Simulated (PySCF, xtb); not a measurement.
Si(F)(Br)(Me)(OH) (CH4BrFOSi), SMILES C[Si](O)(F)Br.

GFN2-xTB run with xtb at its own geometry gives an orbital gap of 7.07 eV and a dipole moment of 4.61 D.

The structure is a stationary point at PBE-D3(BJ)/def2-SVP. One conformer was computed; it need not be the lowest.

Task: What does M06-2X/def2-TZVP (PySCF) give? (Estimate from the structure and the level; the computed values follow.)

Result: gap 11.03 eV (levels -9.95 and 1.08 eV), dipole 1.15 D.
